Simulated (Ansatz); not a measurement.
Input file for Ansatz (a first-principles code): R-wB97X-V/def2-TZVPP on C3H8S2 (SMILES CSCSC).

Ansatz 0.2 input:
```yaml
crystal:
  periodic: [false, false, false]
  atoms:
    - {symbol: C, position_ang: [-1.32594988, 0.31622215, -1.73186793]}
    - {symbol: S, position_ang: [-0.50187550, -1.11470880, -0.98987571]}
    - {symbol: C, position_ang: [1.06477204, -0.34462579, -0.48764327]}
    - {symbol: S, position_ang: [0.97698400, 0.96095989, 0.77226211]}
    - {symbol: C, position_ang: [0.35961360, -0.00341177, 2.17442777]}
    - {symbol: H, position_ang: [-0.80284007, 0.64737434, -2.62925549]}
    - {symbol: H, position_ang: [-2.33222896, -0.00048819, -2.00089278]}
    - {symbol: H, position_ang: [-1.38238073, 1.13110367, -1.01164405]}
    - {symbol: H, position_ang: [1.69476941, -1.16096428, -0.13434738]}
    - {symbol: H, position_ang: [1.54916539, 0.11100432, -1.35129174]}
    - {symbol: H, position_ang: [1.09465805, -0.74175263, 2.49563027]}
    - {symbol: H, position_ang: [-0.57294947, -0.49821644, 1.90715792]}
    - {symbol: H, position_ang: [0.17826210, 0.69770353, 2.98734030]}
basis:
  gaussian:
    orbitals: def2-TZVPP
hamiltonian:
  xc: {name: wB97X-V}
scf: {lower_state_search: off}
```

Program output:

```
WARN ansatz: RAYON_NUM_THREADS=4 ignored (pool sized by the plan → 4); use --threads N
Functional definition: wB97X-V
these checks for a lower state are left out or cut short: stability, starts, cluster_reference, orbital_swaps, neighbouring_geometries, increment
integrals: 0.38 GiB planned
1594 factors; their error is unknown
integrals: 0.42 GiB planned
375 factors; integrals over basis functions are off by at most 9.9e-6 eV
mean field: 2.79 GiB planned
mean field evaluation 1: about -24907.1381 eV, gradient 3.7e1 eV
mean field evaluation 2: about -24908.7810 eV, gradient 2.5e1 eV
mean field evaluation 4: about -24910.2163 eV, gradient 8.8e-1 eV
mean field evaluation 8: about -24910.2257 eV, gradient 2.3e-2 eV
mean field evaluation 16: about -24910.2170 eV, gradient 6.2e-5 eV
mean field -24910.21698626 eV, -915.4335894936 hartree, gradient 9.2e-6 eV, S^2 0.000000; 0 other end points of the search recorded, 0 dependent functions left out
reference -24910.21698416 eV, -915.4335894162 hartree; 29, 29 occupied and 260, 260 virtual orbitals, 1594 factors
Total energy: -24910.21698416 eV, -915.4335894162 hartree
Checks for a lower state left out: stability, starts, cluster_reference, orbital_swaps, neighbouring_geometries, increment
```

Self-consistency was reached.

Cost: very roughly 10 core-seconds.
